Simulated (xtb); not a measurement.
thionyl fluoride (F2OS), SMILES O=S(F)F. All values are semi-empirical tight-binding results from xtb (GFN2-xTB unless named), good for trends rather than for accurate numbers. Coordinates come from a GFN2-xTB optimisation.

Optimised geometry:

Bonded distances (Å): O1–S2 1.410, S2–F3 1.669, S2–F4 1.669. Bond angles (°): O1–S2–F3 107.0, O1–S2–F4 107.0, F3–S2–F4 91.9.
Charge 0, spin multiplicity 1.

| Item | Result |
|---|---|
| point group as xtb finds it | Cs |
| orbital gap | 6.00 eV |
| zero-point energy | 5.1 kcal/mol |
| G − E(el) at 298.15 K (modified RRHO) | -12.0 kcal/mol |
| static polarisability (D4 model) | 32.0 bohr³ |
| solvation energy, GFN2-xTB/ALPB(water) | -10.7 kcal/mol |
| solvation energy, GFN2-xTB/ALPB(benzene) | -5.6 kcal/mol |

### Question
Give the atomic charges and the Wiberg bond orders between heavy atoms. (Estimate from the structure and the level; the computed values follow.)

### Answer
charges (e) O1 -0.53, S2 1.27, F3 -0.37, F4 -0.37. Bond orders O1–S2 1.98, S2–F3 0.93, S2–F4 0.93.
